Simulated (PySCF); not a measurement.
Computed IR spectrum (relative IR intensity) of a molecule C₄H₆BrF. Coordinates come from a PBE0-D3(BJ)/def2-SVP optimisation. Other conformers were not sampled. Method: PBE0-D3(BJ)/def2-SVP (PySCF). Frequencies are harmonic and unscaled.

ν (cm⁻¹): 87 (vw), 584 (w), 741 (w), 748 (w), 957 (m), 960 (w), 996 (vw), 1120 (w), 1212 (vs), 1235 (s), 1270 (w), 1380 (vw), 1454 (w), 1789 (m), 3058 (w), 3102 (vw), 3111 (w), 3198 (w), 3219 (w) (against the strongest line: vs over 80 %, s over 45 %, m over 15 %, w over 4 %, vw less)

Which molecule gave these data?
A) C=CC[C@H](F)Br
B) F[C@H]1CC[C@@H]1Br
C) F/C=C/CCBr
D) C[C@]1(F)C[C@H]1Br

C, F/C=C/CCBr
